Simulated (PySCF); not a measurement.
# Cu⁺ (copper, charge +1): UHF calculation

Configuration: [Ar] 3d10, closed-shell 1S. Computed with PySCF 2.14 in cc-pVTZ-DK (7s6p4d2f1g, 68 functions), with the spin-free X2C one-electron Hamiltonian (Gaussian nucleus).

* Total energy: -1652.907163 hartree
* One-electron energy: -2298.5386 hartree
* Hartree (Coulomb) energy: 712.0977 hartree
* Exchange energy: -66.4662 hartree
* ⟨S²⟩: 0.0000
* ⟨L²⟩: 0.000
* Sum of ⟨r⟩: 17.58 bohr
* Sum of ⟨r²⟩: 18.61 bohr²
* Langevin diamagnetic susceptibility: -14.7 ×10⁻⁶ cm³/mol
* Time after the integrals: 0.45 s of wall time on 1 thread of Neoverse-N1 (shared host)

| shell | electrons | mean orbital energy (eV) | rms radius, mean of both spins (bohr) |
| --- | --- | --- | --- |
| 1s | 2 | -9055.7 | 0.0601 |
| 2s | 2 | -1142.0 | 0.254 |
| 2p | 6 | -982.75 | 0.228 |
| 3s | 2 | -148.87 | 0.767 |
| 3p | 6 | -100.21 | 0.819 |
| 3d | 10 | -21.843 | 1.14 |

Densities and radii are taken from the X2C orbitals without a picture-change correction, which distorts them close to the nucleus.
